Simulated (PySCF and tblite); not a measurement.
Values are calculated unless marked as measured or tabulated.
C5H5ClF2Si, numbered as in [F:1][CH:2]([F:3])[C:4]1=[CH:5][CH:6]=[CH:7][Si@@H:8]1[Cl:9].

Level: PBE0-D3(BJ)/def2-SVP (IEF-PCM, tetrahydrofuran)//GFN2-xTB, thermal terms from GFN2-xTB, symmetry numbers and mirror pairs counted. Conformers within 2.5 kcal/mol (GFN2-xTB free energy) were kept, 3 at most. GIAO shieldings: WP04/pcSseg-1 (IEF-PCM, tetrahydrofuran). Shifts are against TMS (¹H), TMS (¹³C), TMS (²⁹Si) at the same level. Programs: PySCF with density fitting and tblite.

Torsions listed: F1–C2–C4–Si8. The 5-ring runs over atoms 4–5–6–7–8.

| conformer | shape | symmetry | E(GFN2) kcal/mol | E(DFT) kcal/mol |
| --- | --- | --- | --- | --- |
| 1 | 5-ring flat; 40° | C1 | 0.00 | 0.00 |
| 2 | 5-ring flat; -55° | C1 | 0.03 | 0.02 |
| 3 | 5-ring flat; -158° | C1 | 0.82 | 0.78 |

(1) How much do the weights at 298.15 K and the averaged shift of C5 depend on how the conformers are weighted?

## Answers

(1) 
```csv
weighting,1 (%),2 (%),3 (%),δ (ppm),rms dipole (D)
"DFT energy with thermal terms, symmetry and mirror images (full scheme)",43,43,14,153.5,3.30
DFT energy with symmetry and mirror images,45,43,12,153.5,3.29
bare DFT energy,45,43,12,153.5,3.29
GFN2-xTB energy with symmetry and mirror images,46,43,11,153.5,3.28
GFN2-xTB free energy,44,43,13,153.5,3.29
leading conformer alone,100,0,0,151.6,2.62
equal weights,33,33,33,153.3,3.35
"full scheme, search stopped after three starts",76,0,24,151.8,2.85
```

The largest departure from the full scheme, 1.9 ppm, comes with: leading conformer alone.


Conformer gaps in def2-SVP on xTB geometries can be 2 kcal/mol too large for S=O, P=O and other polar bonds.